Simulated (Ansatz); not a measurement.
Isolated molecules relaxed with PBE0-D4/def2-TZVP in Ansatz; ΔE leaves out vibrations. CCSD(T)/CBS adds triple-zeta CCSD(T) − MP2 to the extrapolated MP2 energy (def2 sets, frozen cores). DFT in def2-TZVPP. One conformer a species, not always the lowest.

Consider the redistribution: `O[Si](O)(O)[O][AlH][F]` + `O[SiH2]N[Si](O)(Cl)Cl` → `O[Si](O)(O)[O][Al]([F])[Cl]` + `O[SiH2]N[SiH](O)Cl`.

```tsv
species	PBE0 energy (Eh)
`O[Si](O)(O)[O][AlH][F]`	-934.97766
`O[SiH2]N[Si](O)(Cl)Cl`	-1707.24982
`O[Si](O)(O)[O][Al]([F])[Cl]`	-1394.52451
`O[SiH2]N[SiH](O)Cl`	-1247.72148
```

**Question.** Work out ΔE.

**Answer.** ΔE = (-1394.52451) + (-1247.72148) − (-934.97766) − (-1707.24982) = -0.01851 Eh = -11.6 kcal/mol. CCSD(T)/CBS gives -12.0 kcal/mol.

Largest T1 diagnostic among the species: 0.012.

The D4 term adds +1.3 kcal/mol with B3LYP and +0.7 kcal/mol with PBE0; it sums over pairs of atoms, weighted by their polarisabilities, and B3LYP, whose exchange is more repulsive, gets the larger term. From PBE to PBE0 (25 % exact exchange), in def2-TZVPP and without D4, ΔE moves by −0.8 kcal/mol.

B3LYP here is the variant with VWN-RPA as its local correlation; programs differ in this.
